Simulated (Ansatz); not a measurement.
`C#[C][Hf]([F])([Cl])[Cl]` + HCl → `C#[C][Hf]([Cl])([Cl])[Cl]` + H–F at 600 K and 1 bar (ligand exchange at the Hf–F bond).

Gas-phase electronic energies from Ansatz, PBE0-D4/def2-TZVP geometries. CCSD(T)/CBS is the MP2 limit (def2-TZVPP, def2-QZVPP) plus CCSD(T) − MP2 in def2-TZVPP, frozen cores. This one scheme is used for every species. Elements past krypton have def2 core potentials. For Hf outer-core shells are correlated without core-valence functions, which leaves a few kJ/mol of doubt a bond.

```json
{"species": "`C#[C][Hf]([F])([Cl])[Cl]`", "CCSD(T)/CBS energy (Eh)": "-1144.14428", "H − E (kJ/mol)": "123.2", "S (J/(mol·K))": "498.2"}
{"species": "HCl", "CCSD(T)/CBS energy (Eh)": "-460.38127", "H − E (kJ/mol)": "35.4", "S (J/(mol·K))": "207.2"}
{"species": "`C#[C][Hf]([Cl])([Cl])[Cl]`", "CCSD(T)/CBS energy (Eh)": "-1504.12469", "H − E (kJ/mol)": "122.5", "S (J/(mol·K))": "502.5"}
{"species": "H–F", "CCSD(T)/CBS energy (Eh)": "-100.39570", "H − E (kJ/mol)": "42.3", "S (J/(mol·K))": "194.0"}
```

H − E and S are ideal-gas, rigid-rotor, harmonic terms from PBE0-D4/def2-TZVP. 1 Eh = 2625.50 kJ/mol, R = 8.31446 J/(mol·K).

Question: By hand: ΔE, ΔH, ΔS and ΔG.

Answer: ΔE = (-1504.12469) + (-100.39570) − (-1144.14428) − (-460.38127) = 0.00516 Eh = 13.5 kJ/mol. Δ(H − E) = 122.5 + 42.3 − 123.2 − 35.4 = 6.2, so ΔH = 19.7 kJ/mol. ΔS = 502.5 + 194.0 − 498.2 − 207.2 = -8.9 J/(mol·K). ΔG = 19.7 − 600 × (-8.9)/1000 = 25.0 kJ/mol.

Question: By hand: the equilibrium constant, and the temperature at which ΔG would vanish if ΔH and ΔS stayed fixed.

Answer: log₁₀ K = −ΔG/(RT ln 10) = -2.2. ΔH and −TΔS have one sign here, so there is no such temperature.

The number of gas molecules stays the same, so ΔS is small and ΔH decides. A doubt of 5 kJ/mol in ΔE shifts log₁₀ K by 0.4 here. These are equilibria of isolated gas molecules and say nothing of rates. Largest T1 diagnostic: 0.015 (customary marks: 0.02 for closed shells, 0.045 for open ones).
